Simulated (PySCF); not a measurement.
Bond length, frequency and bond energy of ICl by level of theory

State: ¹Σ⁺ (singlet), closed shell. Set-up: basis I def2-SVP with ECP28, Cl def2-SVP; scalar-relativistic core potentials; PySCF 2.14. De refers to I + Cl in their high-spin ground configurations, without counterpoise correction. A positive dipole means I(−)Cl(+).

| Level | Re (Å) | ωe (cm⁻¹) | De (eV) | μ (D) |
| --- | --- | --- | --- | --- |
| RHF | 2.354 | 406 | 0.63 | -1.65 |
| RHF-MP2 | 2.367 | 385 | 1.79 | n/a |
| RHF-SCS-MP2 | 2.378 | 376 | 1.72 | n/a |
| RHF-CCSD | 2.384 | 369 | 1.64 | n/a |
| RHF-CCSD(T) | 2.393 | 357 | 1.74 | n/a |
| PBE | 2.384 | 362 | 2.46 | -1.31 |
| r²SCAN | 2.372 | 373 | 2.23 | -1.39 |
| M06-L | 2.377 | 361 | 2.34 | -1.76 |
| B3LYP | 2.387 | 365 | 2.09 | -1.37 |
| PBE0 | 2.357 | 386 | 2.19 | -1.39 |
| MN15 | 2.355 | 383 | 2.15 | -1.52 |

Q: Which functional lies closest to RHF-CCSD(T) in De, which farthest, and by how much do they differ from it?

A: Closest is B3LYP (-0.6 pm in Re, +2.2 % in ωe, +0.35 eV in De against RHF-CCSD(T) in the same basis), farthest PBE (-0.9 pm in Re, +1.4 % in ωe, +0.72 eV in De). CCSD(T) converges more slowly with the basis than the functionals do and binds too weakly in this one, so the order can change at the basis-set limit.

Q: What does a quarter of exact exchange do here, going from PBE to PBE0?

A: PBE0 less PBE: -2.7 pm in Re, +6.6 % in ωe, -0.27 eV in De. Exact exchange removes part of the self-interaction that spreads semilocal densities, and in most molecules shortens and stiffens the bond and lowers De; so it does here.

Q: What does the step from GGA to meta-GGA do here, going from PBE to r²SCAN?

A: r²SCAN less PBE: -1.2 pm in Re, +3.0 % in ωe, -0.23 eV in De. 

Correlated steps freeze 9 core orbitals. Correlated levels converge slowly with the basis: in double zeta they bind strong bonds too weakly, by up to about 1 eV, and carry superposition errors of some tenths. These are scalar-relativistic numbers at best; spin–orbit coupling would shift them, the dissociation energy most. Where the molecule has an RHF reference, its open-shell atoms are computed with UHF.
